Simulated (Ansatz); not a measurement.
Total energies of [SiMe3]- (C3H9Si⁻) from Ansatz at PBE-D4/def2-TZVPD, gas phase (1 Eh = 27.2114 eV = 2625.5 kJ/mol). The reference geometry is relaxed at PBE0-D4/def2-SVPD.

```json
{"state": "charge -1 singlet", "geometry": "reference", "energy (Eh)": "-408.97243"}
{"state": "charge 0 doublet", "geometry": "reference", "energy (Eh)": "-408.92139"}
{"state": "charge 0 doublet", "geometry": "relaxed at PBE0-D4/def2-SVPD", "energy (Eh)": "-408.94310"}
```

Work out the vertical ionisation energy to the doublet.

E(charge 0 doublet) − E(charge -1 singlet) = -408.92139 − (-408.97243) = 0.05104 Eh = 1.39 eV. For comparison, −ε of the highest occupied level is -1.10 eV at this level, 2.49 eV less.

How much does the charge 0 doublet relax, and what is the adiabatic ionisation energy?

Relaxation: -408.92139 − (-408.94310) = 0.02171 Eh = 0.59 eV. Adiabatic ionisation energy: 0.02933 Eh = 0.80 eV, without zero-point energy. 

At PBE-D4/def2-TZVPD the highest occupied level of the charge -1 singlet lies above zero (up to 1.10 eV). By energy differences its removal costs 1.39 eV (vertical, to the charge 0 doublet, at PBE-D4/def2-TZVPD); a positive level beside a positive removal energy at the same level points to self-interaction error.
